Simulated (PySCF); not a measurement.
SMILES C=Cc1ccc(OC)cc1 (GFN2-xTB optimised geometry):

```
20

C      1.009     3.564    -0.032
C      1.458     2.315    -0.003
C      0.658     1.098     0.000
C      1.303    -0.138     0.003
C      0.601    -1.328     0.004
C     -0.789    -1.311     0.003
O     -1.588    -2.414     0.004
C     -0.982    -3.683     0.004
C     -1.449    -0.080     0.002
C     -0.740     1.098     0.000
H     -0.039     3.808    -0.057
H      1.687     4.401    -0.032
H      2.528     2.146     0.019
H      2.384    -0.170     0.004
H      1.147    -2.259     0.006
H     -0.369    -3.837    -0.890
H     -0.367    -3.836     0.897
H     -1.801    -4.401     0.005
H     -2.528    -0.081     0.002
H     -1.278     2.032     0.000
```

Method: PBE0/def2-SVP run with PySCF 2.14.0.

**Question.** What are the frontier orbital energies and the dipole moment?

**Answer.** HOMO-2 -7.99 eV, HOMO-1 -7.37 eV, HOMO -5.98 eV, LUMO -0.66 eV, LUMO+1 -0.07 eV; dipole moment 1.68 D.

On the same geometry PBE/def2-SVP in PySCF 2.14.0 gives HOMO-2 -6.66 eV, HOMO-1 -6.27 eV, HOMO -4.99 eV, LUMO -1.47 eV, LUMO+1 -0.95 eV; dipole moment 1.79 D.

Meta-Löwdin charges at PBE0/def2-SVP: C1 -0.24, C2 -0.09, C3 -0.01, C4 -0.10, C5 -0.18, C6 0.21, O7 -0.33, C8 -0.09, C9 -0.14, C10 -0.10, H11 0.10, H12 0.11, H13 0.10, H14 0.10, H15 0.11, H16 0.10, H17 0.10, H18 0.12, H19 0.12, H20 0.11.
